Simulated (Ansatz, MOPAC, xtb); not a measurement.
Diatomic TaF, multiplicity 3 (lowest of 2S+1 = 1, 3, 5, 7 at CCSD(T)/def2-TZVPP on PBE0 minima; our sources give no spin for the ground state, which may be another). No spin–orbit coupling. The T1 diagnostic near the minimum is 0.056, so single-reference values are doubtful.

The constants come from a fifth-degree fit in 1/R (seven points, main isotopes). Runs in def2 and cc sets follow the lowest solution found near the PBE0 minimum.

Codes used: Ansatz (Gaussian orbitals); MOPAC for PM6, PM7 (differences of heats of formation); xtb for the GFN methods. Values without a source in brackets are computed. In def2 rows elements past Kr take small-core potentials, without spin–orbit coupling. The GFN methods have no spin term and hold the electronic entropy of 300 K.

```json
[
 {"level": "PM6", "r_e (Å)": "1.808", "ω_e (cm⁻¹)": "837", "B_e (cm⁻¹)": "0.300", "α_e (cm⁻¹)": "0.0011", "dipole (D)": "-"},
 {"level": "PM7", "r_e (Å)": "1.791", "ω_e (cm⁻¹)": "761", "B_e (cm⁻¹)": "0.306", "α_e (cm⁻¹)": "0.0012", "dipole (D)": "-"},
 {"level": "GFN1-xTB", "r_e (Å)": "1.785", "ω_e (cm⁻¹)": "491", "B_e (cm⁻¹)": "0.308", "α_e (cm⁻¹)": "0.0047", "dipole (D)": "-"},
 {"level": "SVWN5/def2-TZVPP", "r_e (Å)": "1.785", "ω_e (cm⁻¹)": "762", "B_e (cm⁻¹)": "0.308", "α_e (cm⁻¹)": "0.0017", "dipole (D)": "1.05"},
 {"level": "B97M-V/def2-TZVPP", "r_e (Å)": "1.825", "ω_e (cm⁻¹)": "684", "B_e (cm⁻¹)": "0.294", "α_e (cm⁻¹)": "0.0016", "dipole (D)": "1.13"},
 {"level": "BHLYP/def2-TZVPP", "r_e (Å)": "1.822", "ω_e (cm⁻¹)": "679", "B_e (cm⁻¹)": "0.295", "α_e (cm⁻¹)": "0.0015", "dipole (D)": "1.57"},
 {"level": "wB97M-V/def2-TZVPP", "r_e (Å)": "1.814", "ω_e (cm⁻¹)": "723", "B_e (cm⁻¹)": "0.298", "α_e (cm⁻¹)": "0.0017", "dipole (D)": "1.30"}
]
```

The state that PM6, PM7 reach isn't checked; PM7 holds dispersion and hydrogen-bond terms.

Ansatz is an electronic-structure program.
